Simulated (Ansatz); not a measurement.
Frontier orbitals of C$_{7}$H$_{4}$F$_{4}$, SMILES `Fc1cccc(C(F)(F)F)c1`.

```xyz
15

F     2.9350    0.5598    0.7916
C     1.7443    0.3977    0.2086
C     1.6152    0.6755   -1.1385
C     0.3746    0.5082   -1.7333
C    -0.7105    0.0710   -0.9905
C    -0.5486   -0.1985    0.3606
C    -1.7063   -0.7207    1.1621
F    -1.6187   -0.3767    2.4519
F    -1.7655   -2.0612    1.1192
F    -2.8774   -0.2651    0.7038
C     0.6841   -0.0389    0.9760
H     2.4759    1.0185   -1.6987
H     0.2536    0.7241   -2.7879
H    -1.6798   -0.0534   -1.4551
H     0.8241   -0.2401    2.0300
```

Total charge 0; spin multiplicity 1. Geometry: relaxed with PBE0-D4/def2-TZVP. Basis def2-TZVPP, the Gaussian-basis code of Ansatz.

```tsv
functional	HOMO (eV)	LUMO (eV)	gap (eV)
LDA (SPW92)	-6.88	-2.35	4.53
PBE	-6.64	-2.07	4.57
BLYP	-6.47	-1.92	4.55
B97M-V	-6.83	-1.85	4.98
PBE0	-7.74	-1.22	6.52
ωB97M-V	-9.83	0.81	10.64
```

From PBE to PBE0 the HOMO moves by −1.10 eV and the LUMO by +0.85 eV, and with ωB97M-V by −3.19 and +2.88 eV, so the gap grows from 4.57 to 10.64 eV with exact exchange. A positive LUMO is unbound and depends on the basis.
